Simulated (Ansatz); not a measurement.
Stepwise reaction of `[NH]=[Ta]([NH2])([F])[F]` with water, as a gas-phase model of exchange steps in deposition or etching. ΔE in kJ/mol; ΔG adds harmonic PBE0-D4 terms to CCSD(T)/CBS, at 1 bar.

Isolated molecules relaxed with PBE0-D4/def2-TZVP in Ansatz; ΔE leaves out vibrations. CCSD(T)/CBS is the MP2 limit (def2-TZVPP, def2-QZVPP) plus CCSD(T) − MP2 in def2-TZVPP, frozen cores. This one scheme is used for every species. Functionals use def2-TZVPP. B3LYP here is the variant with VWN-RPA as its local correlation; programs differ in this. def2 core potentials past Kr. For Ta outer-core shells are correlated without core-valence functions, which leaves a few kJ/mol of doubt a bond. Each species was taken in one conformer, which may not be the lowest.

```csv
step,reaction,PBE-D4,B3LYP-D4,ωB97M-V,CCSD(T)/CBS,ΔG(600 K)
1,`[NH]=[Ta]([NH2])([F])[F]` + H₂O → `[NH]=[Ta]([NH2])([OH])[F]` + H–F,37.7,36.9,37.1,31.2,32.1
2,`[NH]=[Ta]([NH2])([OH])[F]` + H₂O → `[NH]=[Ta]([NH2])([OH])[OH]` + H–F,43.8,43.1,43.1,37.0,35.9
```

(1) By hand: ΔE of the 2 steps together at CCSD(T)/CBS.

## Answers

(1) (31.2) + (37.0) = 68.2 kJ/mol, or 34.1 kJ/mol a step.

In ΔE each step is higher than the one before. All are uphill at CCSD(T)/CBS. ΔG lies between 32.1 and 35.9 kJ/mol a step. PBE-D4 differs from CCSD(T)/CBS by 6.5 to 6.8 kJ/mol a step. Isolated molecules leave out the surface, adducts and barriers. Largest T1 diagnostic: 0.018.
